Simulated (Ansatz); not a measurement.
```yaml
crystal:
  periodic: [false, false, false]
  atoms:
    - {symbol: C, position_ang: [-5.970574, -0.575783, 0.413311]}
    - {symbol: C, position_ang: [-4.921495, 0.090870, -0.158309]}
    - {symbol: C, position_ang: [-3.957134, -0.508573, -1.116547]}
    - {symbol: C, position_ang: [-2.471227, -0.460187, -0.655456]}
    - {symbol: C, position_ang: [-1.878039, 0.944678, -0.533411]}
    - {symbol: C, position_ang: [-0.400185, 0.969062, -0.102996]}
    - {symbol: C, position_ang: [0.571324, 0.371722, -1.127845]}
    - {symbol: C, position_ang: [2.057612, 0.579055, -0.797063]}
    - {symbol: C, position_ang: [2.534006, -0.157298, 0.462016]}
    - {symbol: C, position_ang: [4.038312, 0.024813, 0.702781]}
    - {symbol: C, position_ang: [4.511616, -0.726796, 1.953513]}
    - {symbol: S, position_ang: [6.244828, -0.430491, 2.424451]}
    - {symbol: Au, position_ang: [7.466939, -1.035171, 0.626374]}
    - {symbol: H, position_ang: [-6.664122, -0.071481, 1.104216]}
    - {symbol: H, position_ang: [-6.159369, -1.640510, 0.192733]}
    - {symbol: H, position_ang: [-4.772594, 1.153579, 0.109244]}
    - {symbol: H, position_ang: [-4.246350, -1.554329, -1.345825]}
    - {symbol: H, position_ang: [-4.018145, 0.065020, -2.072972]}
    - {symbol: H, position_ang: [-2.383000, -0.997173, 0.314323]}
    - {symbol: H, position_ang: [-1.895228, -1.054355, -1.395218]}
    - {symbol: H, position_ang: [-1.983663, 1.476037, -1.506069]}
    - {symbol: H, position_ang: [-2.459791, 1.538603, 0.203481]}
    - {symbol: H, position_ang: [-0.303869, 0.444487, 0.873576]}
    - {symbol: H, position_ang: [-0.111158, 2.025420, 0.089773]}
    - {symbol: H, position_ang: [0.378054, -0.716312, -1.257092]}
    - {symbol: H, position_ang: [0.372962, 0.832512, -2.120559]}
    - {symbol: H, position_ang: [2.262649, 1.667177, -0.684896]}
    - {symbol: H, position_ang: [2.667571, 0.242229, -1.663308]}
    - {symbol: H, position_ang: [2.300776, -1.241986, 0.371154]}
    - {symbol: H, position_ang: [1.974659, 0.205560, 1.351363]}
    - {symbol: H, position_ang: [4.280435, 1.104093, 0.803742]}
    - {symbol: H, position_ang: [4.613944, -0.346496, -0.175252]}
    - {symbol: H, position_ang: [3.959333, -0.394472, 2.861105]}
    - {symbol: H, position_ang: [4.360917, -1.823486, 1.855641]}
basis:
  gaussian: {orbitals: def2-TZVP, initial_orbitals: start.molden}
total_charge: 1
magnetization: {spin_polarized: true, initial_magnetization: 1}
hamiltonian: {xc: pbe0, dispersion: d4}
scf: {omitted_lower_state_checks: [starts]}
output: {orbitals: {seedname: orbitals}}
```

The file start.molden holds the orbitals of an earlier run on this structure, at another level or in another basis.

```sh
$ ansatz run in.yaml --threads 4 --pin off --events-out ev --progress --plain --max-ram 6963MiB
```

Q: Does this run fit into the memory that it is given?

A: No. It has 544 basis functions, and Ansatz plans for 9 GiB where 7 GiB are given.
